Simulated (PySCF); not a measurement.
A structure optimised at r2SCAN-D4/def2-TZVP, used in a PySCF frequency run:

```
Zn
S 1 2.1513
H 2 1.3462 1 92.41
S 1 2.1513 3 149.47 2 178.37
H 4 1.3462 1 92.41 3 91.01
```

Task: Write its SMILES, formula and point group.

Result: [SH][Zn][SH], H₂S₂Zn, C2

Task: What are its rotational constants (standard atomic weights)?

Result: 143.11, 1.6385, 1.6384 GHz
